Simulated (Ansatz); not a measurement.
Ansatz (a first-principles code) input (CCSD(T)/STO-3G):

Ansatz 0.2 input:
```yaml
crystal:
  periodic: [false, false, false]
  atoms:
    - {symbol: C, position_ang: [-2.12565267, -0.30058535, -0.08880920]}
    - {symbol: In, position_ang: [-0.00992723, -0.00162571, -0.00115092]}
    - {symbol: F, position_ang: [1.36666043, -1.39175195, 0.07052766]}
    - {symbol: F, position_ang: [0.92717282, 1.71705060, 0.02713883]}
    - {symbol: H, position_ang: [-2.32387470, -1.25613424, -0.56658204]}
    - {symbol: H, position_ang: [-2.56976909, 0.51583691, -0.65193232]}
    - {symbol: H, position_ang: [-2.51050551, -0.30421861, 0.92876597]}
basis:
  gaussian:
    orbitals: STO-3G
magnetization: {spin_polarized: false}
correlation: {method: ccsd_t, electrons: outside_noble_gas}
```

Output:

```
Functional definition: HF
integrals: 0.02 GiB planned
623 factors; integrals over basis functions are off by at most 3.4e-5 eV
0.33 GiB of device memory are held for the factors and their scratch space
mean field: 0.23 GiB planned
mean field evaluation 1: about -161035.8238 eV, gradient 2.5e1 eV
mean field evaluation 2: about -161035.8814 eV, gradient 2.5e1 eV
mean field evaluation 4: about -161040.0937 eV, gradient 2.1e0 eV
mean field evaluation 8: about -161040.1308 eV, gradient 6.8e-4 eV
mean field evaluation 16: about -161040.0574 eV, gradient 1.9e-1 eV
mean field -161040.13077772 eV, -5918.1156491601 hartree, gradient 2.2e-6 eV, S^2 0.000000; 0 other end points of the search recorded, 0 dependent functions left out
26 core orbitals not correlated, not the lowest: weight in the atoms' cores, before any rotation towards them, 0.859 or more for the frozen orbitals, at most 0.088 for the correlated occupied ones
reference -161040.13077772 eV, -5918.1156491601 hartree; 12, 12 occupied and 7, 7 virtual orbitals, 623 factors
second order -3.17560633 eV of doubles, -0.00000000 eV of singles
coupled cluster: 0.09 GiB planned
cycle   1  -3.57151240 eV  change   -4.0e-1 eV  update   1.2e-1
cycle   2  -3.90577203 eV  change   -3.3e-1 eV  update   4.4e-2
cycle   3  -4.03331405 eV  change   -1.3e-1 eV  update   2.8e-2
cycle   4  -4.03485765 eV  change   -1.5e-3 eV  update   4.3e-3
cycle   5  -4.03278195 eV  change    2.1e-3 eV  update   2.1e-3
cycle   6  -4.03307458 eV  change   -2.9e-4 eV  update   7.8e-4
cycle   7  -4.03311984 eV  change   -4.5e-5 eV  update   3.0e-4
cycle   8  -4.03291205 eV  change    2.1e-4 eV  update   9.8e-5
cycle   9  -4.03286047 eV  change    5.2e-5 eV  update   3.1e-5
cycle  10  -4.03287158 eV  change   -1.1e-5 eV  update   1.1e-5
perturbative correction -0.24271209 eV, -0.0089195046 hartree
Total energy: -161044.40636139 eV, -5918.2727739617 hartree
```
